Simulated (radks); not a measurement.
La3+, 54 electrons, occupied as [Xe].

Method: Dirac Kohn-Sham, PBE, spin-unpolarised, spherical densities, point nucleus; computed with a radial shooting solver on a logarithmic mesh with Libxc functionals.

Energy parts (eV):
part                      energy
total                 -231193.16
kinetic                247437.30
electron-nucleus      -561235.50
Hartree                 88136.33
exchange-correlation    -5531.29

Orbitals (lengths in bohr, moments of r in powers of bohr; <r^-3> diverges for s and p1/2; r(max) is where P^2 peaks):
[
 {"orbital": "1s1/2", "occ.": "2", "eigenvalue (eV)": "-38743.23", "<r^-3>": "-", "r(max)": "0.01607"},
 {"orbital": "2s1/2", "occ.": "2", "eigenvalue (eV)": "-6184.788", "<r^-3>": "-", "r(max)": "0.09108"},
 {"orbital": "2p1/2", "occ.": "2", "eigenvalue (eV)": "-5833.931", "<r^-3>": "-", "r(max)": "0.06950"},
 {"orbital": "2p3/2", "occ.": "4", "eigenvalue (eV)": "-5420.799", "<r^-3>": "6682", "r(max)": "0.07466"},
 {"orbital": "3s1/2", "occ.": "2", "eigenvalue (eV)": "-1341.303", "<r^-3>": "-", "r(max)": "0.2606"},
 {"orbital": "3p1/2", "occ.": "2", "eigenvalue (eV)": "-1193.461", "<r^-3>": "-", "r(max)": "0.2473"},
 {"orbital": "3p3/2", "occ.": "4", "eigenvalue (eV)": "-1112.936", "<r^-3>": "1336", "r(max)": "0.2585"},
 {"orbital": "3d3/2", "occ.": "4", "eigenvalue (eV)": "-854.1332", "<r^-3>": "218.0", "r(max)": "0.2082"},
 {"orbital": "3d5/2", "occ.": "6", "eigenvalue (eV)": "-836.9067", "<r^-3>": "199.0", "r(max)": "0.2114"},
 {"orbital": "4s1/2", "occ.": "2", "eigenvalue (eV)": "-289.4660", "<r^-3>": "-", "r(max)": "0.6086"},
 {"orbital": "4p1/2", "occ.": "2", "eigenvalue (eV)": "-235.0658", "<r^-3>": "-", "r(max)": "0.6191"},
 {"orbital": "4p3/2", "occ.": "4", "eigenvalue (eV)": "-217.9283", "<r^-3>": "285.4", "r(max)": "0.6432"},
 {"orbital": "4d3/2", "occ.": "4", "eigenvalue (eV)": "-128.7716", "<r^-3>": "38.43", "r(max)": "0.6673"},
 {"orbital": "4d5/2", "occ.": "6", "eigenvalue (eV)": "-125.7946", "<r^-3>": "34.76", "r(max)": "0.6752"},
 {"orbital": "5s1/2", "occ.": "2", "eigenvalue (eV)": "-61.6058", "<r^-3>": "-", "r(max)": "1.405"},
 {"orbital": "5p1/2", "occ.": "2", "eigenvalue (eV)": "-46.5582", "<r^-3>": "-", "r(max)": "1.532"},
 {"orbital": "5p3/2", "occ.": "4", "eigenvalue (eV)": "-43.9132", "<r^-3>": "43.94", "r(max)": "1.594"},
 {"orbital": "4f5/2", "occ.": "0", "eigenvalue (eV)": "-27.4589", "<r^-3>": "3.867", "r(max)": "0.7385"},
 {"orbital": "4f7/2", "occ.": "0", "eigenvalue (eV)": "-27.1704", "<r^-3>": "3.770", "r(max)": "0.7431"},
 {"orbital": "6s1/2", "occ.": "0", "eigenvalue (eV)": "-20.3088", "<r^-3>": "-", "r(max)": "3.232"}
]

The highest occupied level is 5p3/2 at -43.913 eV. For comparison, the ionisation energy in NIST's Atomic Spectra Database is 50.0 eV (semi-empirical). In exact Kohn-Sham theory the highest level is minus the ionisation energy, but local and semilocal functionals leave it too shallow, through self-interaction and a potential that decays too fast; potentials with the right tail come closer.
